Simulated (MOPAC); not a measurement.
Input file for MOPAC: PM7 on AsH+, 2S+1 = 2, a spin state set in the input, which need not be the lowest, a point of a bond scan (R = 1.581 Å). Charge +1.

```
PM7 1SCF PRECISE CHARGE=1 UHF MS=0.5 THREADS=1
AsH

H      0.00000000 1     0.00000000 1     0.00000000 1
As     0.00000000 1     0.00000000 1     1.58122600 1
```

Output:

```
*******************************************************************************
 **                                                                           **
 **                              MOPAC v23.2.5                                **
 **                                                                           **
 *******************************************************************************
 ** MOPAC's Digital Object Identifier: https://doi.org/10.5281/zenodo.6511958 **
 **                                                                           **
 ** Please cite the open-source release paper for use of this MOPAC version:  **
 ** J. E. Moussa and J. J. P. Stewart (2026)                                  **
 ** MOPAC: An open-source semiempirical molecular orbital program             **
 ** J. Open Source Softw., 11(119), 8025, https://doi.org/10.21105/joss.08025 **
 *******************************************************************************

                              PM7 CALCULATION RESULTS

 *******************************************************************************
 *  PM7        - The PM7 Hamiltonian to be used
 *  UHF        - UNRESTRICTED HARTREE-FOCK CALCULATION
 *
 *
 *
 *                 CHARGE ON SYSTEM = +1
 *
 *
 *
 *  MS=        - IN MECI, MAGNETIC COMPONENT OF SPIN =  0.5
 *  PRECISE    - TIGHTER CRITERIA TO BE USED
 *  1SCF       - DO 1 SCF AND THEN STOP
 *  THREADS=1  - MULTI-THREADING NOT USED
 *  T=         - A TIME OF 172800.0 SECONDS REQUESTED
 *  DUMP=N     - RESTART FILE WRITTEN EVERY 7200.0 SECONDS REQUESTED
 *******************************************************************************
PM7 1SCF PRECISE CHARGE=1 UHF MS=0.5 THREADS=1
 AsH

   ATOM   CHEMICAL          X               Y               Z
  NUMBER   SYMBOL      (ANGSTROMS)     (ANGSTROMS)     (ANGSTROMS)

     1       H          0.00000000  *   0.00000000  *   0.00000000  *
     2      As          0.00000000  *   0.00000000  *   1.58122600  *



          CARTESIAN COORDINATES

    NO.       ATOM           X           Y           Z

     1         H          0.0000      0.0000      0.0000
     2        As          0.0000      0.0000      1.5812

 General Reference for PM7:
 "Optimization of Parameters for Semiempirical Methods VI: More Modifications to the
 NDDO Approximations and Re-optimization of Parameters", J. J. P. Stewart, J. Mol. Mod., 1:32, 19 (2013)
 https://link.springer.com/article/10.1007/s00894-012-1667-x

           Empirical Formula: H As  =     2 atoms



      MOLECULAR POINT GROUP   :   C*v


          UHF CALCULATION, NO. OF ALPHA ELECTRONS =    3
                           NO. OF BETA  ELECTRONS =    2

 -------------------------------------------------------------------------------
 PM7 1SCF PRECISE CHARGE=1 UHF MS=0.5 THREADS=1
 AsH



     1SCF WAS SPECIFIED, SO BFGS WAS NOT USED
     SCF FIELD WAS ACHIEVED


                              PM7 CALCULATION
                                                       MOPAC v23.2.5 Linux




          FINAL HEAT OF FORMATION =        285.85094 KCAL/MOL =    1196.00034 KJ/MOL


          COSMO AREA              =         64.08 SQUARE ANGSTROMS
          COSMO VOLUME            =         47.96 CUBIC ANGSTROMS

          IONIZATION POTENTIAL    =         16.466038 EV
          ALPHA SOMO LUMO (EV)    =        -16.466 -9.916
          BETA  SOMO LUMO (EV)    =        -17.335 -9.275
          NO. OF ALPHA ELECTRONS  =          3
          NO. OF BETA  ELECTRONS  =          2
          MOLECULAR WEIGHT        =         75.9295         POINT GROUP:  C*v

          MOLECULAR DIMENSIONS (Angstroms)

            Atom       Atom       Distance
           As     2    H     1     1.58123
           As     2    H     1     0.00000
            H     1   As     2     0.00000


          SCF CALCULATIONS        =          1





   ATOM   CHEMICAL          X               Y               Z
  NUMBER   SYMBOL      (ANGSTROMS)     (ANGSTROMS)     (ANGSTROMS)

     1       H          0.00000000  *   0.00000000  *   0.00000000  *
     2      As          0.00000000  *   0.00000000  *   1.58122600  *

                             CARTESIAN COORDINATES

   1    H        0.000000000     0.000000000     0.000000000
   2   As        0.000000000     0.000000000     1.581226000


           Empirical Formula: H As  =     2 atoms



      MOLECULAR POINT GROUP   :   C*v


          ALPHA EIGENVALUES
 -22.49570 -18.33067 -16.46604  -9.91607  -9.02811  -8.87392  -8.83712  -8.63836
  -8.58019  -2.89801


           BETA EIGENVALUES
 -22.08326 -17.33543  -9.27482  -8.80035  -8.51936  -8.20274  -7.97169  -7.86153
  -7.14451  -2.72685


              NET ATOMIC CHARGES AND DIPOLE CONTRIBUTIONS

  ATOM NO.   TYPE          CHARGE      No. of ELECS.   s-Pop       p-Pop       d-Pop
    1          H           0.136593        0.8634     0.86341
    2         As           0.863407        4.1366     1.87799     2.02548     0.23313
 DIPOLE           X         Y         Z       TOTAL
 POINT-CHG.     0.000     0.000    -0.937     0.937
 HYBRID        -0.000     0.000    -0.066     0.066
 SUM           -0.000     0.000    -1.003     1.003


          ATOMIC ORBITAL ELECTRON POPULATIONS

     Atom    s        px        py        pz      x^2-y^2     xz        z^2       yz        xy
    1  H   0.86341
    2 As   1.87799   0.96703   0.00000   1.05845   0.03961   0.03297   0.16054   0.00000   0.00000


                    (SZ)    =    0.500000
                    (S**2)  =    0.832131


          ATOMIC ORBITAL SPIN POPULATIONS

    Atom   Total    s     px     py     pz   x^2-y^2  xz     z^2    yz     xy
         Atomic
    1  H -0.0522 -0.052
    2 As  1.0522 -0.005  0.967  0.000  0.062  0.001  0.033 -0.006  0.000  0.000

 **********************
 *                    *
 * JOB ENDED NORMALLY *
 *                    *
 **********************




 == MOPAC DONE ==
```

The run finished.

Cost: very roughly 0.04 core-seconds.
